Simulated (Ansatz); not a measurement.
Basis-set extrapolation for C2H12N2O2Si2 (`CO[Si@@H](N)[Si@@H](N)OC`) (PBE0-D4/def2-TZVP geometry, frozen core, Ansatz 0.2.0). Multiplicity 1, RHF reference.

```tsv
	def2-TZVPP	def2-QZVPP
HF	-919.521909	-919.557449
MP2 correlation	-1.491335	-1.602045
CCSD(T) correlation	-1.616416	not run
```

Energies in hartree. Use E(X) = E(∞) + A·exp(−7.88·√X) for Hartree–Fock and E(X) = E(∞) + B·X^(−2.97) for correlation, with X = 3 and 4, and add CCSD(T) minus MP2 of the smaller set to the MP2 limit.

Question: What is the CCSD(T) energy at the basis-set limit?

Answer: HF limit: -919.557449 + (-0.035540) × 0.13774 = -919.56234. MP2 limit: -1.602045 + (-0.110710) × 0.74074 = -1.68405. Higher-order term: -1.616416 − (-1.491335) = -0.12508. Total: -921.37147 hartree, 6.34 eV below CCSD(T)/def2-TZVPP.
